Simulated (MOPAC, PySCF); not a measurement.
C4H4OS, SMILES `s1c(ccc1)O` (H–O–C–S torsion 180°), neutral singlet in the gas phase. 

Z-matrix (Å, degrees):
```
C
C 1 1.3634
O 2 1.3482 1 130.13
H 3 0.9617 2 108.69 1 0.00
H 1 1.0827 2 123.67 3 0.00
C 1 1.4209 5 124.58 2 180.00
C 6 1.3583 1 113.16 5 -180.00
H 7 1.0784 6 128.68 1 180.00
H 6 1.0820 7 123.25 8 0.00
S 7 1.7176 8 119.78 6 180.00
```
Charge 0, multiplicity 1.

All levels are single points at this geometry (PBE0-D3(BJ)/def2-TZVP); Pople sets use spherical d functions. Orbital energies aren't observables, and empty levels follow the basis.

```tsv
level	HOMO (eV)	LUMO (eV)	gap (eV)	dipole (D)	vertical IE, Delta-SCF (eV)
PBE-D3(BJ)/def2-TZVP in PySCF	-5.08	-0.88	4.20	1.74	–
ωB97X-D3(BJ)/def2-TZVP in PySCF	-8.43	2.05	10.48	1.83	8.27
B3LYP/3-21G in PySCF	-5.67	0.30	5.97	2.15	–
B3LYP/6-311+G** in PySCF	-6.02	-0.33	5.68	1.84	–
B3LYP/LANL2DZ in PySCF	-6.02	-0.10	5.92	2.32	–
BP86/6-31G* in PySCF	-4.82	-0.54	4.28	1.90	–
PBE/6-31G* in PySCF	-4.73	-0.44	4.29	1.89	7.84
SVWN5/6-31G* in PySCF	-4.88	-0.61	4.27	1.95	8.06
HF/3-21G in PySCF	-8.48	3.96	12.44	2.51	–
HF/6-31G* in PySCF	-8.24	4.05	12.29	2.17	–
HF/STO-3G in PySCF	-6.13	7.57	13.71	1.01	–
PM6 in MOPAC	-9.05	-0.10	8.94	1.31	–
PM7 in MOPAC	-9.08	-0.39	8.69	1.27	–
```
